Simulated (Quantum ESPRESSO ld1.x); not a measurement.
Task: These are the eigenvalues of the occupied orbitals of an atom or ion with whole-number occupations (eV). Method: scalar-relativistic Kohn-Sham, LDA (Slater exchange, Perdew-Zunger correlation), spin-polarised, spherical densities, point nucleus; computed with ld1.x of Quantum ESPRESSO 7.5.

orbital  eigenvalue
1s         -20841.4
2s         -3830.53
2p         -3541.88
3s         -1336.48
3p         -1243.41

Which element is it, and in what charge state? The configuration may be excited. Open shells, if any, are filled with parallel spins first.

Result: Z = 42, molybdenum, charge +24: Mo24+ in [Ar]. The list shows which subshells hold electrons but not how many an open one holds; the 1s level, -765.91 hartree, gives Z - s = 39.1 by -(Z - s)^2/2, which with screening and relativity narrows Z to a few neighbours, and the depths of the outer levels then fix element, charge and occupations together.
